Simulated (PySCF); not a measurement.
## Computed vibrations of [Nd(H2O)4]3+

[Nd(H2O)4]3+ (singlet in the valence; each metal's 4f electrons, 3 of them, lie in its core potential, out of spins and levels). PySCF 2.14.0, RKS PBE0, Nd lcecp-1-SVP with ECP49, O def2-SVP, H def2-SVP; non-relativistic Hamiltonian with scalar-relativistic core potentials where named; density fitting; no spin-orbit coupling. Central differences of gradients.

```xyz
13

Nd    0.0000    0.0000    0.0000
O     1.4064    1.3660    1.3026
H     2.2070    1.1066    1.8113
H     1.3420    2.3343    1.4617
O    -1.4064   -1.3026    1.3660
H    -1.3420   -1.4617    2.3343
H    -2.2070   -1.8112    1.1066
O     1.4064   -1.3660   -1.3026
H     1.3420   -2.3343   -1.4617
H     2.2070   -1.1066   -1.8113
O    -1.4064    1.3026   -1.3660
H    -2.2070    1.8112   -1.1066
H    -1.3420    1.4617   -2.3343
```

Run from Python with OMP_NUM_THREADS=2. Where DIIS fails, smearing, a level shift and second-order steps follow.
It took 4.3 min on 2 threads of Arm Neoverse V1, on a shared host.

Q: What are the harmonic wavenumbers and infrared intensities?

A: Negative numbers are unstable modes, those under 60 cm⁻¹ near the noise; a finer grid moves soft modes by up to 10 cm⁻¹.
| cm⁻¹ | km/mol | symmetry |
| --- | --- | --- |
| 30 | 3.9 |  |
| 30 | 3.9 |  |
| 38 | 2.3 |  |
| 54 | 3.0 |  |
| 58 | 0.0 |  |
| 92 | 2.5 |  |
| 92 | 2.5 |  |
| 146 | 0.0 |  |
| 173 | 0.5 |  |
| 372 | 0.0 |  |
| 376 | 12.8 |  |
| 376 | 12.8 |  |
| 379 | 16.4 |  |
| 591 | 0.0 |  |
| 593 | 6.9 |  |
| 593 | 6.9 |  |
| 610 | 43.0 |  |
| 637 | 0.0 |  |
| 643 | 592.2 |  |
| 643 | 592.2 |  |
| 653 | 525.9 |  |
| 1671 | 189.7 |  |
| 1671 | 166.1 |  |
| 1671 | 166.1 |  |
| 1674 | 0.0 |  |
| 3629 | 607.2 |  |
| 3629 | 609.8 |  |
| 3629 | 701.4 |  |
| 3647 | 0.0 |  |
| 3673 | 0.0 |  |
| 3674 | 539.6 |  |
| 3674 | 538.8 |  |
| 3675 | 477.8 |  |

Q: Is this a minimum?

A: Yes, within the noise of the softest modes. Ideal gas at 298.15 K and 1 bar: S = 494.1 J/(mol K), Cp = 166.1 J/(mol K), H − H(0 K) = 35.0 kJ/mol (rigid rotor, harmonic modes, spin degeneracy alone, that of the 4f electrons in the core included; the modes under 60 cm⁻¹ make these uncertain).

An lcecp potential fixes the number of 4f electrons, so in runs with it no electron can move into or out of that shell.
